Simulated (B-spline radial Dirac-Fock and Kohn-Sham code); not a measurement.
Total conversion coefficients of Xe against transition energy

These are calculated numbers from an atomic code on a B-spline grid; the model is a Dirac-Hartree-Slater potential of the neutral atom with a Latter tail (no hole, which puts coefficients of high multipoles low close above an edge), finite nucleus with surface currents. Subshells within 1 keV of threshold and pair formation are left out.

```csv
energy (keV),E2,E5,M1,M3,M4,M5
10.7,32000,1.47e+11,86.7,1.63e+07,2.93e+09,3.35e+11
12.3,15800,4.68e+10,57.1,6.54e+06,1.01e+09,1.03e+11
12.4,15200,4.39e+10,55.8,6.20e+06,9.48e+08,9.58e+10
17.1,3020,3.37e+09,21.3,783000,8.36e+07,6.44e+09
18.4,2090,1.90e+09,17.2,491000,4.84e+07,3.50e+09
20,1380,9.88e+08,13.4,290000,2.61e+07,1.75e+09
22.7,732,3.69e+08,9.17,131000,1.02e+07,6.16e+08
32.8,118,2.15e+07,3.07,13800,715000,3.08e+07
50,22.8,843000,6.15,1780,41100,1.10e+06
67.5,7.48,85500,2.56,431,6470,117000
100,1.82,4490,0.827,71.5,692,7690
106,1.48,2930,0.701,55.1,503,5240
130,0.721,668,0.394,22.4,169,1410
194,0.179,42.6,0.131,4.04,21.9,126
200,0.162,34.9,0.120,3.56,18.8,105
298,0.0429,3.02,0.0417,0.713,2.81,11.4
348,0.0263,1.27,0.0279,0.393,1.39,5.03
349,0.0261,1.25,0.0277,0.388,1.37,4.96
367,0.0223,0.959,0.0244,0.321,1.10,3.83
429,0.0140,0.433,0.0164,0.181,0.559,1.75
500,0.00903,0.209,0.0112,0.104,0.294,0.835
764,0.00301,0.0357,0.00402,0.0253,0.0567,0.126
938,0.00188,0.0171,0.00249,0.0134,0.0273,0.0551
1000,0.00163,0.0138,0.00215,0.0110,0.0220,0.0431
1220,0.00107,0.00732,0.00137,0.00619,0.0114,0.0207
1910,0.000447,0.00208,0.000518,0.00186,0.00299,0.00468
2000,0.000410,0.00184,0.000470,0.00165,0.00263,0.00407
2020,0.000403,0.00180,0.000460,0.00161,0.00256,0.00395
```

Q: How fast do they fall between 1910 and 2020 keV?

A: As powers of the energy: E2 E^-1.84, E5 E^-2.57, M1 E^-2.10, M3 E^-2.54, M4 E^-2.78, M5 E^-3.04. Within one type (E or M) the higher multipoles fall faster.
